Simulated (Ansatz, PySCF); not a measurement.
chlorotrifluoromethane (CClF3), SMILES FC(F)(F)Cl. Atoms are numbered in the order given.

```xyz
5

F      1.0780    -0.6224     0.8141
C      0.0000     0.0000     0.3570
F     -1.0780    -0.6224     0.8141
F      0.0000     1.2448     0.8141
Cl     0.0000     0.0000    -1.4169
```

Geometry optimised at B3LYP-D3(BJ)/def2-SVP.

Two levels are set side by side: PBE-D3(BJ)/def2-SVP (Ansatz, an electronic-structure program) and B3LYP-D3(BJ)/def2-SVP (Ansatz). Each level has its own optimised geometry; the coordinates shown are those of the second. Frequencies come from the Hessian of PySCF at each geometry. Differences are taken from unrounded values.

| quantity | B3LYP-D3(BJ) |
|---|---|
| mean bond length (Å) | 1.438 |
| bond F1–C2 (Å) | 1.326 |
| bond C2–F3 (Å) | 1.326 |
| bond C2–F4 (Å) | 1.326 |
| bond C2–Cl5 (Å) | 1.774 |
| highest harmonic wavenumber (cm⁻¹) | 1257 |
| mean harmonic wavenumber (cm⁻¹) | 745 |
| zero-point energy (kcal/mol) | 9.59 |

Problem. What does PBE-D3(BJ) give, and how far is it from B3LYP-D3(BJ)? (The exact figures need the calculation; the answer reports its results.)

Solution. 
| quantity | PBE-D3(BJ) | PBE-D3(BJ) minus B3LYP-D3(BJ) |
|---|---|---|
| mean bond length (Å) | 1.447 | 0.009 |
| bond F1–C2 (Å) | 1.336 | 0.009 |
| bond C2–F3 (Å) | 1.336 | 0.009 |
| bond C2–F4 (Å) | 1.336 | 0.009 |
| bond C2–Cl5 (Å) | 1.781 | 0.007 |
| highest harmonic wavenumber (cm⁻¹) | 1213 | -44 |
| mean harmonic wavenumber (cm⁻¹) | 719 | -26 |
| zero-point energy (kcal/mol) | 9.25 | -0.34 |

Exact exchange shortens and stiffens bonds; PBE has none. Differences between two approximate levels are no errors against the true value.
